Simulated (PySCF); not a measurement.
C3H4O2Si. Atoms are numbered in the order given.

```xyz
10

O      0.3782     2.3047     0.0000
C      0.1170     1.1250     0.0000
C     -1.2668     0.5282     0.0000
C     -1.3486    -0.8228     0.0000
Si     0.4250    -1.4366     0.0000
O      1.0925     0.1483     0.0000
H     -2.1161     1.2300     0.0000
H     -2.3059    -1.3651     0.0000
H      0.8487    -2.1797    -1.2305
H      0.8487    -2.1797     1.2305
```
Charge 0, spin multiplicity 1.

The structure is a stationary point at PBE-D3(BJ)/def2-SVP. The structure was generated by enumeration, and PubChem lists no compound with its InChIKey, so it may never have been made.

All values below come from PBE-D3(BJ)/def2-SVP (PySCF).

Frequencies are harmonic and unscaled.

```
mode  ν (cm⁻¹)  IR (km/mol)  moving atoms (share of kinetic energy)
----  --------  -----------  --------------------------------------
1          151          0.0                  O 71 %, H 13 %, Si 8 %
2          257          2.1                          C 56 %, H 35 %
3          450          1.5                 O 62 %, C 20 %, Si 12 %
4          491         19.6                 Si 44 %, O 26 %, C 25 %
5          541          4.0                          H 76 %, C 14 %
6          587          8.8                 C 49 %, O 28 %, Si 19 %
7          643         28.6                          H 84 %, Si 8 %
8          681         35.3                          H 49 %, C 41 %
9          705         14.8                          H 61 %, C 35 %
10         754          1.0         C 42 %, O 34 %, H 14 %, Si 10 %
11         811         49.6                          C 56 %, H 39 %
12         843         87.0         H 37 %, C 24 %, O 21 %, Si 18 %
13         906         88.8                  O 67 %, C 14 %, H 14 %
14         938        111.8                                  H 93 %
15         971          0.3                          H 77 %, C 23 %
16        1019         83.3                          H 80 %, C 12 %
17        1167        136.8                  C 57 %, H 31 %, O 11 %
18        1264         23.1                          H 51 %, C 47 %
19        1575          5.3                                  C 94 %
20        1816        318.6                          C 64 %, O 36 %
21        2193         83.6                                  H 98 %
22        2197         98.9                                  H 95 %
23        3122          0.9                           H 92 %, C 8 %
24        3147          0.9                           H 91 %, C 9 %
```
